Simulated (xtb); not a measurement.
xtb input (GFN2-xTB):

```bash
xtb mol.xyz --gfn 2 --sp --chrg 0 --uhf 0
```
mol.xyz:
```
14

C      0.52341134     1.59622007     1.50921582
Si     0.30668679    -0.10274432     0.76678084
C     -0.93038876    -1.11887018     1.72688060
C      1.93972300    -0.99084088     0.59608673
Br    -0.52806734     0.17690987    -1.32027832
H     -0.42952180     2.12478231     1.56197120
H      0.92624939     1.51647992     2.52264644
H      1.21258984     2.19803326     0.91499647
H     -1.89498475    -0.61208926     1.78138216
H     -1.08465329    -2.09225563     1.25894260
H     -0.57286265    -1.28323407     2.74709538
H      2.38670454    -1.15121436     1.58105701
H      1.80848342    -1.96319924     0.11907714
H      2.64026360    -0.40978191    -0.00545803
```

Output:

```
           -------------------------------------------------
          |                Calculation Setup                |
           -------------------------------------------------

           -------------------------------------------------
          |                 G F N 2 - x T B                 |
           -------------------------------------------------

        Reference                      10.1021/acs.jctc.8b01176
      * Hamiltonian:
        H0-scaling (s, p, d)           1.850000    2.230000    2.230000
        zeta-weighting                 0.500000
      * Dispersion:
        s8                             2.700000
        a1                             0.520000
        a2                             5.000000
        s9                             5.000000
      * Repulsion:
        kExp                           1.500000    1.000000
        rExp                           1.000000
      * Coulomb:
        alpha                          2.000000
        third order                    shell-resolved
        anisotropic                    true
        a3                             3.000000
        a5                             4.000000
        cn-shift                       1.200000
        cn-exp                         4.000000
        max-rad                        5.000000

          ...................................................
          :                      SETUP                      :
          :.................................................:
          :  # basis functions                  41          :
          :  # atomic orbitals                  39          :
          :  # shells                           21          :
          :  # electrons                        32          :
          :  max. iterations                   250          :
          :  Hamiltonian                  GFN2-xTB          :
          :  restarted?                      false          :
          :  GBSA solvation                  false          :
          :  PC potential                    false          :
          :  electronic temp.          300.0000000     K    :
          :  accuracy                    1.0000000          :
          :  -> integral cutoff          0.2500000E+02      :
          :  -> integral neglect         0.1000000E-07      :
          :  -> SCF convergence          0.1000000E-05 Eh   :
          :  -> wf. convergence          0.1000000E-03 e    :
          :  Broyden damping             0.4000000          :
          :  net charge                          0          :
          :  unpaired electrons                  0          :
          ...................................................

 iter      E             dE          RMSdq      gap      omega  full diag
   1    -16.9121321 -0.169121E+02  0.393E+00    7.22       0.0  T
   2    -17.0004804 -0.883483E-01  0.247E+00    5.33       1.0  T
   3    -17.0457844 -0.453041E-01  0.138E+00    6.36       1.0  T
   4    -17.0504035 -0.461909E-02  0.887E-01    5.92       1.0  T
   5    -17.0544573 -0.405380E-02  0.614E-01    6.09       1.0  T
   6    -17.0552573 -0.800009E-03  0.472E-01    6.14       1.0  T
   7    -17.0554175 -0.160204E-03  0.312E-01    6.12       1.0  T
   8    -17.0557524 -0.334901E-03  0.930E-02    6.18       1.0  T
   9    -17.0557513  0.116017E-05  0.521E-02    6.17       1.0  T
  10    -17.0557563 -0.503456E-05  0.141E-02    6.18       1.9  T
  11    -17.0557578 -0.149368E-05  0.221E-03    6.18      12.1  T
  12    -17.0557578 -0.368332E-07  0.580E-04    6.18      46.1  T
  13    -17.0557578 -0.815593E-09  0.231E-04    6.18     115.7  T

   *** convergence criteria satisfied after 13 iterations ***

         #    Occupation            Energy/Eh            Energy/eV
      -------------------------------------------------------------
         1        2.0000           -0.8370653             -22.7777
       ...           ...                  ...                  ...
        10        2.0000           -0.4837466             -13.1634
        11        2.0000           -0.4793010             -13.0424
        12        2.0000           -0.4334599             -11.7950
        13        2.0000           -0.4301018             -11.7037
        14        2.0000           -0.4301018             -11.7037
        15        2.0000           -0.4059927             -11.0476
        16        2.0000           -0.4059927             -11.0476 (HOMO)
        17                         -0.1787482              -4.8640 (LUMO)
        18                         -0.1440230              -3.9191
        19                         -0.1440230              -3.9191
        20                         -0.0626802              -1.7056
        21                         -0.0327744              -0.8918
       ...                                ...                  ...
        39                          0.8703668              23.6839
      -------------------------------------------------------------
                  HL-Gap            0.2272445 Eh            6.1836 eV
             Fermi-level           -0.2923705 Eh           -7.9558 eV

 SCC (total)                   0 d,  0 h,  0 min,  0.011 sec
 SCC setup                      ...        0 min,  0.000 sec (  0.816%)
 Dispersion                     ...        0 min,  0.000 sec (  0.487%)
 classical contributions        ...        0 min,  0.000 sec (  0.172%)
 integral evaluation            ...        0 min,  0.003 sec ( 28.459%)
 iterations                     ...        0 min,  0.005 sec ( 43.626%)
 molecular gradient             ...        0 min,  0.003 sec ( 25.557%)
 printout                       ...        0 min,  0.000 sec (  0.778%)

         :::::::::::::::::::::::::::::::::::::::::::::::::::::
         ::                     SUMMARY                     ::
         :::::::::::::::::::::::::::::::::::::::::::::::::::::
         :: total energy             -16.855069611272 Eh    ::
         :: gradient norm              0.027540056256 Eh/a0 ::
         :: HOMO-LUMO gap              6.183636928440 eV    ::
         ::.................................................::
         :: SCC energy               -17.055721415966 Eh    ::
         :: -> isotropic ES            0.027867096641 Eh    ::
         :: -> anisotropic ES          0.001745162420 Eh    ::
         :: -> anisotropic XC         -0.004591759341 Eh    ::
         :: -> dispersion             -0.009368769298 Eh    ::
         :: repulsion energy           0.200651804694 Eh    ::
         :: add. restraining           0.000000000000 Eh    ::
         :: total charge              -0.000000000000 e     ::
         :::::::::::::::::::::::::::::::::::::::::::::::::::::

           -------------------------------------------------
          |                Property Printout                |
           -------------------------------------------------

    * Orbital Energies and Occupations

         #    Occupation            Energy/Eh            Energy/eV
      -------------------------------------------------------------
         1        2.0000           -0.8370653             -22.7777
       ...           ...                  ...                  ...
         4        2.0000           -0.5909668             -16.0810
         5        2.0000           -0.5524166             -15.0320
         6        2.0000           -0.4936217             -13.4321
         7        2.0000           -0.4902356             -13.3400
         8        2.0000           -0.4902356             -13.3400
         9        2.0000           -0.4837466             -13.1634
        10        2.0000           -0.4837466             -13.1634
        11        2.0000           -0.4793010             -13.0424
        12        2.0000           -0.4334599             -11.7950
        13        2.0000           -0.4301018             -11.7037
        14        2.0000           -0.4301018             -11.7037
        15        2.0000           -0.4059927             -11.0476
        16        2.0000           -0.4059927             -11.0476 (HOMO)
        17                         -0.1787482              -4.8640 (LUMO)
        18                         -0.1440230              -3.9191
        19                         -0.1440230              -3.9191
        20                         -0.0626802              -1.7056
        21                         -0.0327744              -0.8918
        22                         -0.0327744              -0.8918
        23                          0.0541029               1.4722
        24                          0.0541029               1.4722
        25                          0.0992846               2.7017
        26                          0.0992846               2.7017
        27                          0.1426692               3.8822
       ...                                ...                  ...
        39                          0.8703668              23.6839
      -------------------------------------------------------------
                  HL-Gap            0.2272445 Eh            6.1836 eV
             Fermi-level           -0.2923705 Eh           -7.9558 eV

     #   Z          covCN         q      C6AA      α(0)
     1   6 C        3.652    -0.198    24.768     7.147
     2  14 Si       3.463     0.533   101.454    19.588
     3   6 C        3.652    -0.198    24.768     7.147
     4   6 C        3.652    -0.198    24.768     7.147
     5  35 Br       0.826    -0.260   192.058    22.344
     6   1 H        0.924     0.039     2.457     2.451
     7   1 H        0.924     0.028     2.608     2.526
     8   1 H        0.924     0.039     2.457     2.451
     9   1 H        0.924     0.039     2.457     2.451
    10   1 H        0.924     0.039     2.457     2.451
    11   1 H        0.924     0.028     2.608     2.526
    12   1 H        0.924     0.028     2.608     2.526
    13   1 H        0.924     0.039     2.457     2.451
    14   1 H        0.924     0.039     2.457     2.451

 Mol. C6AA /au·bohr⁶  :       2789.757795
 Mol. C8AA /au·bohr⁸  :     104421.249574
 Mol. α(0) /au        :         85.658918

Wiberg/Mayer (AO) data.
largest (>0.10) Wiberg bond orders for each atom

 ---------------------------------------------------------------------------
     #   Z sym  total        # sym  WBO       # sym  WBO       # sym  WBO
 ---------------------------------------------------------------------------
     1   6 C    3.984 --     7 H    0.988     6 H    0.986     8 H    0.986
                             2 Si   0.897
     2  14 Si   3.779 --     5 Br   1.018     1 C    0.897     4 C    0.897
                             3 C    0.897
     3   6 C    3.984 --    11 H    0.988    10 H    0.986     9 H    0.986
                             2 Si   0.897
     4   6 C    3.984 --    12 H    0.988    14 H    0.986    13 H    0.986
                             2 Si   0.897
     5  35 Br   1.152 --     2 Si   1.018
     6   1 H    0.998 --     1 C    0.986
     7   1 H    0.999 --     1 C    0.988
     8   1 H    0.998 --     1 C    0.986
     9   1 H    0.998 --     3 C    0.986
    10   1 H    0.998 --     3 C    0.986
    11   1 H    0.999 --     3 C    0.988
    12   1 H    0.999 --     4 C    0.988
    13   1 H    0.998 --     4 C    0.986
    14   1 H    0.998 --     4 C    0.986
 ---------------------------------------------------------------------------

Topologies differ in total number of bonds
Writing topology from bond orders to xtbtopo.mol

molecular dipole:
                 x           y           z       tot (Debye)
 q only:        0.310      -0.104       0.775
   full:        0.848      -0.284       2.120       5.847
molecular quadrupole (traceless):
                xx          xy          yy          xz          yz          zz
 q only:        0.485       0.112       0.781      -0.834       0.279      -1.266
  q+dip:        2.104       0.485       3.389      -3.617       1.212      -5.493
Note: The following floating-point exceptions are signalling: IEEE_UNDERFLOW_FLAG IEEE_DENORMAL
normal termination of xtb
   full:        2.044       0.471       3.292      -3.514       1.177      -5.336

           -------------------------------------------------
          | TOTAL ENERGY              -16.855069611272 Eh   |
          | GRADIENT NORM               0.027540056256 Eh/α |
          | HOMO-LUMO GAP               6.183636928440 eV   |
           -------------------------------------------------

------------------------------------------------------------------------
------------------------------------------------------------------------
 total:
 SCF:
```
